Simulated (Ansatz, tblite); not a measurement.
Forces on the cluster Hf2O4 at its r2SCAN-D4/def2-SVP geometry. Total charge 0; singlet.

In the def2 sets Hf takes a core potential; there is no spin–orbit coupling. The xTB rows come from tblite. The structure comes from a short search, and lower isomers may exist.

GFN1-xTB (tblite), largest force 1.69 eV/Å:

```xyz
6
positions Å, forces eV/Å
Hf   -1.356   -0.221   -0.578    0.973    0.605    1.245
Hf    1.355    0.221    0.578   -0.973   -0.605   -1.245
O     0.076    1.145   -0.616   -0.031   -0.452    0.244
O    -0.076   -1.145    0.616    0.030    0.452   -0.243
O    -2.664    0.420    0.452   -0.046   -0.220   -0.415
O     2.664   -0.420   -0.452    0.046    0.220    0.415
```

GFN2-xTB (tblite), largest force 0.68 eV/Å:

```
Hf -0.087 0.324 0.591
Hf 0.088 -0.324 -0.591
O 0.018 0.277 -0.149
O -0.018 -0.277 0.149
O 0.063 -0.182 -0.331
O -0.062 0.182 0.330
```

PBE0-D4/def2-TZVP (Ansatz), largest force 0.89 eV/Å:

```
Hf 0.086 0.416 0.783
Hf -0.085 -0.416 -0.783
O -0.018 -0.266 0.143
O 0.017 0.266 -0.143
O 0.357 -0.261 -0.441
O -0.357 0.260 0.440
```
